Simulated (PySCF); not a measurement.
AsH₄Si, SMILES [SiH2][AsH2], multiplicity 2. Coordinates come from a PBE-D3(BJ)/def2-TZVP optimisation. The isomer is the one that the SMILES or the coordinates give; other isomers of the formula were not compared.

Give the equilibrium geometry at PBE-D3(BJ)/def2-TZVP (PySCF confirms it by a frequency run) as bond lengths and angles. (The exact figures need the calculation; the answer reports its results.)


Atoms: Si1 As2 H3 H4 H5 H6. Bond lengths (Å): Si1–As2 2.383, Si1–H3 1.499, Si1–H4 1.501, As2–H5 1.537, As2–H6 1.540. Bond angles (°): As2–Si1–H3 110.2, As2–Si1–H4 115.9, H3–Si1–H4 109.3, Si1–As2–H5 91.4, Si1–As2–H6 92.4, H5–As2–H6 90.9.
Charge 0, spin multiplicity 2.
